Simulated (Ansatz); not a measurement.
Born–Oppenheimer molecular dynamics of C2H7NOSi (12 atoms, charge 0, multiplicity 1). It starts from a relaxed structure.

Computed with UKS PBE0-D4/STO-3G (Ansatz).

| Property | Result |
| --- | --- |
| ensemble | NVT, Langevin thermostat |
| time step | 0.25 fs |
| steps asked | 340 |
| set temperature | 3000 K |
| friction | 0.05 /fs |
| temperature schedule | 85 steps to 3000 K, then 255 steps to 9000 K |
| seed | 227820 |

Frames 5 fs apart, positions in Å, forces in eV/Å.

Velocities at 12.5 fs (Å/ps):

```
N -6.66 20.59 2.06
Si -11.41 -6.08 8.19
O -8.19 -4.46 -9.14
C -4.05 14.23 1.34
C 6.31 -7.03 -3.67
H -0.04 7.68 -2.60
H -42.69 7.42 -21.61
H 9.58 60.33 48.65
H 11.04 24.77 26.08
H -16.11 -22.88 -51.58
H -21.06 19.29 -20.75
H 87.61 -33.71 -46.82
```

```xyz
12
Properties=species:S:1:pos:R:3:forces:R:3 time_fs=12.5 energy_less_start_eV=3.276 T=1525
N -1.638 -0.267 1.162 -2.99 1.30 -1.88
Si 0.046 -0.180 0.384 -1.48 -2.28 3.83
O 1.253 -1.154 1.512 -1.91 2.42 -4.08
C 0.845 1.159 -0.465 -2.38 0.40 -5.09
C 0.368 -0.202 -1.371 2.05 -1.64 -1.15
H -1.776 0.417 2.003 0.44 -0.69 -1.48
H -2.631 -0.011 0.444 4.94 -0.84 2.84
H 0.524 -1.161 2.179 -1.07 -0.74 2.42
H 0.127 1.841 -1.131 2.65 -0.12 2.92
H 1.950 1.273 -0.353 -0.99 0.69 -0.72
H -0.195 -0.317 -2.414 1.12 1.23 3.12
H 1.254 -0.875 -1.406 -0.36 0.29 -0.72
12
Properties=species:S:1:pos:R:3:forces:R:3 time_fs=17.5 energy_less_start_eV=1.304 T=2815
N -1.657 -0.170 1.126 5.25 -1.64 -0.09
Si -0.028 -0.217 0.451 1.94 -0.16 -1.57
O 1.119 -1.169 1.484 -2.78 1.51 -0.10
C 0.828 1.205 -0.517 -0.84 -6.43 -0.28
C 0.447 -0.248 -1.386 0.87 2.12 3.54
H -1.679 0.384 1.938 -0.51 1.63 2.44
H -2.497 -0.123 0.654 -3.25 0.16 -2.44
H 0.539 -1.089 2.360 0.98 -0.41 -0.77
H 0.262 2.031 -0.793 -1.05 2.07 -0.88
H 1.892 1.235 -0.630 0.88 0.93 0.73
H -0.190 -0.106 -2.236 -0.75 -0.13 -0.59
H 1.387 -0.796 -1.608 -0.75 0.35 0.01
12
Properties=species:S:1:pos:R:3:forces:R:3 time_fs=22.5 energy_less_start_eV=2.466 T=2372
N -1.594 -0.131 1.122 -6.91 0.47 0.57
Si -0.072 -0.253 0.531 4.49 1.58 -3.30
O 0.965 -1.151 1.496 0.87 -1.31 1.87
C 0.764 1.167 -0.512 0.97 0.76 2.66
C 0.455 -0.242 -1.318 0.34 4.03 -1.29
H -1.768 0.446 1.977 0.56 -0.24 -0.42
H -2.617 -0.196 0.665 3.76 -0.18 0.78
H 0.689 -1.394 2.490 -0.36 1.07 -2.45
H 0.181 2.219 -0.525 1.09 -3.27 -1.13
H 1.896 1.413 -0.507 -2.17 -0.60 0.61
H -0.256 0.241 -2.047 -0.07 -2.14 0.19
H 1.441 -0.528 -1.909 -2.57 -0.17 1.91
12
Properties=species:S:1:pos:R:3:forces:R:3 time_fs=27.5 energy_less_start_eV=2.719 T=2846
N -1.578 -0.095 1.162 2.83 2.52 5.92
Si -0.069 -0.278 0.546 2.23 1.79 -3.01
O 0.826 -1.122 1.499 3.29 -0.96 -0.96
C 0.681 1.082 -0.484 2.41 0.67 4.90
C 0.389 -0.212 -1.282 -0.65 2.24 0.34
H -1.777 0.564 1.982 0.57 -1.19 -1.65
H -2.347 -0.232 0.675 -6.55 -1.26 -3.98
H 0.837 -1.547 2.351 -0.97 -0.52 1.72
H 0.030 1.895 -0.520 -1.75 1.68 -0.99
H 1.704 1.547 -0.246 -1.38 -1.64 -1.02
H -0.338 0.163 -1.990 -0.76 -1.09 -0.71
H 1.331 -0.298 -1.780 0.73 -2.23 -0.56
12
Properties=species:S:1:pos:R:3:forces:R:3 time_fs=32.5 energy_less_start_eV=3.284 T=2353
N -1.541 -0.021 1.260 -5.66 -3.06 -4.71
Si -0.058 -0.320 0.566 -0.63 2.71 -2.16
O 0.734 -1.148 1.554 4.71 -4.58 4.93
C 0.626 1.053 -0.352 -3.10 4.13 -0.95
C 0.313 -0.150 -1.280 0.91 -1.00 0.28
H -1.976 0.567 1.958 0.16 0.91 0.55
H -2.354 -0.395 0.509 2.58 1.72 3.51
H 0.913 -1.593 2.486 -1.25 1.89 -3.25
H -0.160 1.796 -0.732 1.16 -0.40 1.90
H 1.564 1.597 -0.323 0.68 -0.57 -0.47
H -0.509 -0.059 -2.067 1.64 0.06 1.03
H 1.354 -0.333 -1.620 -1.19 -1.81 -0.66
12
Properties=species:S:1:pos:R:3:forces:R:3 time_fs=37.5 energy_less_start_eV=2.847 T=3611
N -1.632 0.025 1.298 6.39 3.44 4.74
Si -0.012 -0.331 0.567 -3.87 1.45 1.65
O 0.724 -1.264 1.624 2.03 -2.54 -2.10
C 0.539 1.141 -0.246 2.04 -3.62 -2.93
C 0.203 -0.134 -1.300 0.92 -0.48 0.45
H -1.897 0.682 2.171 0.94 -2.37 -3.42
H -2.311 -0.327 0.774 -6.16 -2.10 -3.16
H 0.852 -1.264 2.578 -0.41 1.05 1.52
H -0.268 1.728 -0.436 -2.49 3.27 -0.16
H 1.496 1.508 -0.517 1.13 1.03 0.34
H -0.622 0.014 -2.113 1.61 -0.37 2.06
H 1.159 -0.641 -1.752 -2.15 1.25 1.02
12
Properties=species:S:1:pos:R:3:forces:R:3 time_fs=42.5 energy_less_start_eV=2.875 T=3184
N -1.671 0.127 1.235 0.97 -1.31 -1.91
Si -0.031 -0.309 0.570 -1.76 -0.51 0.24
O 0.821 -1.445 1.650 -0.48 0.98 -0.89
C 0.576 1.232 -0.224 -0.57 -0.50 -2.34
C 0.155 -0.139 -1.307 -2.30 3.92 1.40
H -1.489 0.595 2.158 -1.89 -0.68 -0.37
H -2.640 -0.338 0.914 3.16 1.58 1.96
H 0.834 -0.951 2.558 -0.18 -0.05 -0.74
H -0.345 1.985 -0.019 2.72 -1.77 -1.69
H 1.554 1.696 -0.600 -1.44 -0.58 1.56
H -0.516 0.250 -2.144 -0.63 -0.78 2.21
H 0.796 -0.719 -1.938 2.41 -0.29 0.58
12
Properties=species:S:1:pos:R:3:forces:R:3 time_fs=47.5 energy_less_start_eV=4.107 T=4042
N -1.719 0.283 1.201 -0.43 0.14 0.65
Si -0.046 -0.291 0.620 -0.43 -0.70 -1.60
O 0.911 -1.614 1.644 -1.61 5.77 0.28
C 0.675 1.289 -0.238 0.87 -4.13 0.12
C 0.138 -0.095 -1.324 -1.36 4.31 3.51
H -1.739 0.497 2.199 2.21 0.97 1.68
H -2.767 0.047 1.322 1.51 -1.60 -2.87
H 1.078 -0.767 2.372 0.03 -3.21 -1.58
H 0.104 2.078 0.233 -1.73 0.62 -1.48
H 1.689 1.741 -0.331 -0.13 -1.41 0.04
H -0.644 0.335 -2.015 0.35 -1.08 0.95
H 0.893 -0.641 -1.892 0.73 0.34 0.30
12
Properties=species:S:1:pos:R:3:forces:R:3 time_fs=52.5 energy_less_start_eV=4.450 T=3144
N -1.768 0.408 1.192 8.05 2.24 4.28
Si -0.051 -0.314 0.662 -0.39 -0.72 -1.00
O 0.975 -1.668 1.606 -1.68 3.91 -1.30
C 0.764 1.227 -0.213 -0.72 -4.53 1.64
C 0.068 -0.088 -1.252 2.18 3.49 4.42
H -1.747 0.429 2.335 1.60 0.71 -2.61
H -2.671 0.127 1.301 -6.00 -3.84 -2.08
H 1.521 -0.903 2.093 -0.30 -1.34 -0.25
H 0.159 1.915 0.317 -1.49 2.05 -0.80
H 1.839 1.486 0.015 -0.95 -0.92 -1.34
H -0.799 0.239 -1.853 0.63 -0.19 -0.18
H 1.044 -0.347 -1.689 -0.92 -0.87 -0.76
12
Properties=species:S:1:pos:R:3:forces:R:3 time_fs=57.5 energy_less_start_eV=4.866 T=3484
N -1.757 0.583 1.231 0.72 -3.30 -1.50
Si -0.089 -0.365 0.701 0.91 -0.40 1.15
O 0.953 -1.663 1.548 -0.32 1.28 -0.22
C 0.775 1.101 -0.186 -8.27 1.47 5.37
C 0.119 -0.007 -1.075 -1.99 2.41 -0.33
H -1.339 0.653 2.224 -2.08 -0.29 0.51
H -2.734 -0.123 1.172 3.94 1.98 1.36
H 1.825 -1.274 2.055 -2.40 0.31 -1.44
H -0.093 1.791 0.421 3.58 -0.95 -3.14
H 1.742 1.216 0.170 2.74 0.44 -0.41
H -0.969 0.354 -1.535 4.22 -1.22 0.32
H 1.061 -0.234 -1.573 -1.04 -1.73 -1.67
12
Properties=species:S:1:pos:R:3:forces:R:3 time_fs=62.5 energy_less_start_eV=5.815 T=5037
N -1.771 0.666 1.351 3.19 -1.72 -5.73
Si -0.170 -0.443 0.759 0.00 1.02 1.57
O 0.927 -1.649 1.449 -1.00 0.27 -0.74
C 0.632 1.092 -0.180 12.14 2.40 9.84
C 0.188 0.112 -0.890 -1.30 -10.19 -6.95
H -1.230 0.921 2.139 0.82 1.15 4.26
H -2.314 -0.149 1.592 -1.98 -1.72 1.85
H 1.556 -1.397 2.216 -0.63 1.09 -0.08
H -0.060 1.749 0.002 -3.26 6.23 1.33
H 1.760 1.073 0.217 -3.20 1.22 -1.62
H -0.722 0.372 -1.134 -6.16 1.48 -2.74
H 0.598 -0.313 -1.762 1.38 -1.22 -1.00
12
Properties=species:S:1:pos:R:3:forces:R:3 time_fs=67.5 energy_less_start_eV=7.510 T=5893
N -1.764 0.709 1.439 1.86 -3.83 6.41
Si -0.222 -0.545 0.833 -4.04 8.61 -2.95
O 0.824 -1.520 1.404 4.50 -4.02 3.35
C 0.580 1.127 -0.013 -3.23 2.58 0.98
C 0.202 0.011 -0.856 -10.32 -0.18 -5.05
H -1.262 1.222 2.437 -1.07 -1.31 -3.83
H -2.265 -0.088 2.205 0.73 2.27 -2.84
H 1.488 -1.251 2.130 -0.84 0.12 -0.41
H -0.208 2.191 -0.255 4.34 -3.72 1.48
H 1.589 1.022 -0.160 4.25 2.47 1.06
H -0.890 0.533 -0.996 1.30 -2.47 0.20
H 0.082 -0.243 -1.972 2.53 -0.52 1.60
```

Of the whole run (85 fs, mean temperature of the second half 5973 K): The schedule's set-point averaged 7000 K over the second half and the system 5973 K. A run of 0.085 ps of so small a system gives no equilibrium averages. The orbitals stay closed-shell, which can raise the energy where a bond breaks towards radicals; this wasn't checked here. Limits of this set-up: minimal basis.

Run time: 16 min on 1 thread of Arm Neoverse V2 (shared host), peak memory 0.14 GiB.
